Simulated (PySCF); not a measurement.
F2S, SMILES FSF. Atoms are numbered in the order given.

```xyz
3

F      0.0000    -1.2073     0.4897
S      0.0000     0.0000    -0.5509
F      0.0000     1.2073     0.4897
```
Charge 0, spin multiplicity 1.

Geometry: ωB97X-D3(BJ)/def2-TZVP.

Calculation: HF/def2-TZVPD run with PySCF.

The molecule is in vacuum.

Computed frontier levels, gap, dipole moment and polarisability:
- highest occupied level: -10.86 eV
- lowest empty level: 1.32 eV
- orbital gap: 12.18 eV
- dipole moment: 1.33 D
- quadrupole, principal values (traceless, Buckingham form, about the centre of nuclear charge): -0.92, -0.79, 1.71 D·Å
- mean static polarisability: 22.0 bohr³ (3.27 Å³)
- polarisability, principal values: 20.2, 21.8, 24.1 bohr³
